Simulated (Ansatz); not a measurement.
Ansatz (a quantum-chemistry and plane-wave program) input file for Se(NH2)(OSiH3) (H₅NOSeSi), SMILES N[Se]O[SiH3], PBE-D3(BJ)/def2-SVP. 

Ansatz 0.2 input:
```yaml
crystal:
  periodic: [false, false, false]
  atoms:
    - {symbol: Se, position_ang: [-0.72625619, 0.03450704, 0.64788085]}
    - {symbol: N, position_ang: [-0.83030955, 1.78436708, 0.23570901]}
    - {symbol: H, position_ang: [-0.24591985, 2.40696995, 0.79038887]}
    - {symbol: H, position_ang: [-0.81341463, 2.01789920, -0.75490455]}
    - {symbol: O, position_ang: [1.00562129, -0.44411866, 0.19144138]}
    - {symbol: Si, position_ang: [1.36124278, -0.83560460, -1.40076264]}
    - {symbol: H, position_ang: [0.63083663, -2.05703096, -1.84958393]}
    - {symbol: H, position_ang: [2.82926095, -1.07071825, -1.46653760]}
    - {symbol: H, position_ang: [1.00174485, 0.29048504, -2.31812857]}
basis:
  gaussian:
    orbitals: def2-SVP
hamiltonian:
  xc: pbe
  dispersion: d3bj
relax: {f_tol: 0.002, max_steps: 200}
```

It prints:

```
WARN ansatz: RAYON_NUM_THREADS=1 ignored (pool sized by the plan → 1); use --threads N
Functional definition: PBE
integrals: 0.05 GiB planned
1147 factors; their error is unknown
mean field: 0.27 GiB planned
mean field evaluation 1: about -76803.8895 eV, gradient 7.5e1 eV
mean field evaluation 2: about -76751.9502 eV, gradient 1.6e2 eV
mean field evaluation 4: about -76814.0156 eV, gradient 1.7e1 eV
mean field evaluation 8: about -76814.6284 eV, gradient 1.1e-1 eV
mean field evaluation 16: about -76814.4824 eV, gradient 3.1e-4 eV
mean field -76814.48239913 eV, -2822.8801614420 hartree, gradient 5.0e-5 eV, S^2 0.000000; 0 other end points of the search recorded, 0 dependent functions left out
the calculation of the forces begins
reference -76814.48243468 eV, -2822.8801627482 hartree; 34, 34 occupied and 69, 69 virtual orbitals, 1147 factors
relax step   1: F+E_penalty+E_count = -76814.67404543 eV  Δ(F+E_penalty+E_count) = +0.000e0 eV  max|allowed force component| = 3.970e-1 eV/Å  Δτ_max = 0.0000 Å  (28 SCF iters, accepted)
these checks for a lower state are left out or cut short: starts, cluster_reference, orbital_swaps, neighbouring_geometries, increment
integrals: 0.05 GiB planned
1147 factors; their error is unknown
mean field: 0.27 GiB planned
mean field -76814.49836864 eV, -2822.8807483104 hartree, gradient 2.5e-5 eV, S^2 0.000000; 0 other end points of the search recorded, 0 dependent functions left out
the calculation of the forces begins
reference -76814.49840432 eV, -2822.8807496218 hartree; 34, 34 occupied and 69, 69 virtual orbitals, 1147 factors
relax step   2: F+E_penalty+E_count = -76814.68903467 eV  Δ(F+E_penalty+E_count) = -1.499e-2 eV  max|allowed force component| = 2.237e-1 eV/Å  Δτ_max = 0.0283 Å  (29 SCF iters, accepted)
these checks for a lower state are left out or cut short: starts, cluster_reference, orbital_swaps, neighbouring_geometries, increment
integrals: 0.05 GiB planned
1147 factors; their error is unknown
mean field: 0.27 GiB planned
mean field evaluation 32: about -76814.5022 eV, gradient 2.4e-5 eV
mean field -76814.50216435 eV, -2822.8808878003 hartree, gradient 2.4e-5 eV, S^2 0.000000; 0 other end points of the search recorded, 0 dependent functions left out
the calculation of the forces begins
reference -76814.50220002 eV, -2822.8808891111 hartree; 34, 34 occupied and 69, 69 virtual orbitals, 1147 factors
relax step   3: F+E_penalty+E_count = -76814.69298630 eV  Δ(F+E_penalty+E_count) = -3.952e-3 eV  max|allowed force component| = 7.487e-2 eV/Å  Δτ_max = 0.0391 Å  (30 SCF iters, accepted)
these checks for a lower state are left out or cut short: starts, cluster_reference, orbital_swaps, neighbouring_geometries, increment
integrals: 0.05 GiB planned
1147 factors; their error is unknown
mean field: 0.27 GiB planned
mean field -76814.50246971 eV, -2822.8808990222 hartree, gradient 2.5e-5 eV, S^2 0.000000; 0 other end points of the search recorded, 0 dependent functions left out
the calculation of the forces begins
reference -76814.50250537 eV, -2822.8809003324 hartree; 34, 34 occupied and 69, 69 virtual orbitals, 1147 factors
relax step   4: F+E_penalty+E_count = -76814.69352505 eV  Δ(F+E_penalty+E_count) = -5.388e-4 eV  max|allowed force component| = 8.200e-2 eV/Å  Δτ_max = 0.0347 Å  (29 SCF iters, accepted)
these checks for a lower state are left out or cut short: starts, cluster_reference, orbital_swaps, neighbouring_geometries, increment
integrals: 0.05 GiB planned
1147 factors; their error is unknown
mean field: 0.27 GiB planned
mean field -76814.50335942 eV, -2822.8809317183 hartree, gradient 2.6e-5 eV, S^2 0.000000; 0 other end points of the search recorded, 0 dependent functions left out
the calculation of the forces begins
reference -76814.50339503 eV, -2822.8809330269 hartree; 34, 34 occupied and 69, 69 virtual orbitals, 1147 factors
relax step   5: F+E_penalty+E_count = -76814.69467057 eV  Δ(F+E_penalty+E_count) = -1.146e-3 eV  max|allowed force component| = 4.310e-2 eV/Å  Δτ_max = 0.0222 Å  (29 SCF iters, accepted)
these checks for a lower state are left out or cut short: starts, cluster_reference, orbital_swaps, neighbouring_geometries, increment
integrals: 0.05 GiB planned
1147 factors; their error is unknown
mean field: 0.27 GiB planned
mean field -76814.50330323 eV, -2822.8809296532 hartree, gradient 2.5e-5 eV, S^2 0.000000; 0 other end points of the search recorded, 0 dependent functions left out
the calculation of the forces begins
reference -76814.50333878 eV, -2822.8809309598 hartree; 34, 34 occupied and 69, 69 virtual orbitals, 1147 factors
relax step   6: F+E_penalty+E_count = -76814.69505340 eV  Δ(F+E_penalty+E_count) = -3.828e-4 eV  max|allowed force component| = 1.452e-2 eV/Å  Δτ_max = 0.0160 Å  (30 SCF iters, accepted)
these checks for a lower state are left out or cut short: starts, cluster_reference, orbital_swaps, neighbouring_geometries, increment
integrals: 0.05 GiB planned
1147 factors; their error is unknown
mean field: 0.27 GiB planned
mean field -76814.50307515 eV, -2822.8809212716 hartree, gradient 2.6e-5 eV, S^2 0.000000; 0 other end points of the search recorded, 0 dependent functions left out
the calculation of the forces begins
reference -76814.50311067 eV, -2822.8809225770 hartree; 34, 34 occupied and 69, 69 virtual orbitals, 1147 factors
relax step   7: F+E_penalty+E_count = -76814.69516453 eV  Δ(F+E_penalty+E_count) = -1.111e-4 eV  max|allowed force component| = 6.165e-3 eV/Å  Δτ_max = 0.0087 Å  (31 SCF iters, accepted)
these checks for a lower state are left out or cut short: starts, cluster_reference, orbital_swaps, neighbouring_geometries, increment
integrals: 0.05 GiB planned
1147 factors; their error is unknown
mean field: 0.27 GiB planned
mean field evaluation 64: about -76814.5030 eV, gradient 1.4e-4 eV
mean field -76814.50301926 eV, -2822.8809192175 hartree, gradient 1.6e-5 eV, S^2 0.000000; 0 other end points of the search recorded, 0 dependent functions left out
the calculation of the forces begins
reference -76814.50305477 eV, -2822.8809205226 hartree; 34, 34 occupied and 69, 69 virtual orbitals, 1147 factors
relax step   8: F+E_penalty+E_count = -76814.69517283 eV  Δ(F+E_penalty+E_count) = -8.300e-6 eV  max|allowed force component| = 1.972e-3 eV/Å  Δτ_max = 0.0027 Å  (23 SCF iters, accepted)
these checks for a lower state are left out or cut short: starts, cluster_reference, orbital_swaps, neighbouring_geometries, increment
integrals: 0.05 GiB planned
1147 factors; their error is unknown
mean field: 0.27 GiB planned
mean field -76814.50299511 eV, -2822.8809183301 hartree, gradient 1.0e-5 eV, S^2 0.000000; 0 other end points of the search recorded, 0 dependent functions left out
the calculation of the forces begins
reference -76814.50303062 eV, -2822.8809196350 hartree; 34, 34 occupied and 69, 69 virtual orbitals, 1147 factors
relax step   9: F+E_penalty+E_count = -76814.69517556 eV  Δ(F+E_penalty+E_count) = -2.738e-6 eV  max|allowed force component| = 1.258e-3 eV/Å  Δτ_max = 0.0019 Å  (23 SCF iters, accepted)
these checks for a lower state are left out or cut short: starts, cluster_reference, orbital_swaps, neighbouring_geometries, increment
integrals: 0.05 GiB planned
1147 factors; their error is unknown
mean field: 0.27 GiB planned
mean field -76814.50296222 eV, -2822.8809171213 hartree, gradient 2.1e-5 eV, S^2 0.000000; 0 other end points of the search recorded, 0 dependent functions left out
the calculation of the forces begins
reference -76814.50299771 eV, -2822.8809184256 hartree; 34, 34 occupied and 69, 69 virtual orbitals, 1147 factors
relax step  10: F+E_penalty+E_count = -76814.69517801 eV  Δ(F+E_penalty+E_count) = -2.449e-6 eV  max|allowed force component| = 1.998e-3 eV/Å  Δτ_max = 0.0030 Å  (24 SCF iters, accepted)
integrals: 0.05 GiB planned
1147 factors; their error is unknown
mean field: 0.27 GiB planned
mean field evaluation 96: about -76814.5030 eV, gradient 2.8e-4 eV
mean field -76814.50296222 eV, -2822.8809171213 hartree, gradient 2.1e-5 eV, S^2 0.000000; 1 other end points of the search recorded, 0 dependent functions left out
the calculation of the forces begins
reference -76814.50299771 eV, -2822.8809184256 hartree; 34, 34 occupied and 69, 69 virtual orbitals, 1147 factors
Total energy: -76814.69521351 eV, -2822.8879822259 hartree
Atom 0 at    -0.715790     0.023595     0.621608 Å, force    -0.000237     0.001967     0.000516 eV/Å
Atom 1 at    -0.838342     1.778936     0.217446 Å, force    -0.000149    -0.001566     0.000537 eV/Å
Atom 2 at    -0.285926     2.413954     0.804097 Å, force    -0.000509    -0.000123    -0.000631 eV/Å
Atom 3 at    -0.784350     2.022316    -0.777595 Å, force     0.000638    -0.000165     0.000483 eV/Å
Atom 4 at     1.059430    -0.454734     0.234147 Å, force    -0.000285     0.000160     0.000212 eV/Å
Atom 5 at     1.356613    -0.834440    -1.390382 Å, force     0.000891    -0.000965    -0.001998 eV/Å
Atom 6 at     0.598491    -2.054763    -1.841484 Å, force     0.000085     0.001052     0.000157 eV/Å
Atom 7 at     2.834489    -1.084397    -1.495349 Å, force    -0.000812     0.000431     0.000267 eV/Å
Atom 8 at     0.988190     0.316289    -2.296984 Å, force     0.000378    -0.000791     0.000456 eV/Å
Dipole moment:    -0.106081     0.357976    -0.148826 e Å
```

The run converged.

Cost: around 50 core-seconds (rough).
